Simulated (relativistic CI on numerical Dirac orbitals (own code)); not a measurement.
## d5 in a ligand field

Computed with a parametric ligand-field model of a d^n configuration (Racah B and C, spin-orbit zeta, crystal field), exact diagonalisation.

Field parameters in Wybourne normalisation: Td as Oh with Dq negative (B⁴₀ = 21Dq, B⁴₄ = √(5/14) B⁴₀). The field is a parameter set, without covalency.

B = 650 cm⁻¹, C = 3160 cm⁻¹ (C/B = 4.86), Td, no spin-orbit coupling. Tanabe-Sugano data, E/B above the lowest term (Δ = |10Dq|; b, c mark the second and third term of a kind):

```tsv
Δ/B	6A1	4T1	4T2	4T1(b)	2T2	2A2
1.0	0.00	34.18	34.29	41.15	49.73	49.80
2.8	0.00	33.41	34.15	41.85	48.65	49.22
4.6	0.00	32.21	33.87	42.92	46.63	48.22
6.4	0.00	30.79	33.41	44.14	44.01	46.96
8.2	0.00	29.24	32.77	45.39	41.07	45.55
10.0	0.00	27.63	31.93	46.59	37.96	44.02
11.8	0.00	25.98	30.90	47.69	34.75	42.44
13.6	0.00	24.30	29.70	48.67	31.47	40.80
15.4	0.00	22.60	28.38	49.49	28.15	39.14
17.2	0.00	20.88	26.97	50.16	24.79	37.45
19.0	0.00	19.15	25.48	50.69	21.40	35.74
20.8	0.00	17.41	23.93	51.10	18.00	34.01
```

The ground term stays 6A1.
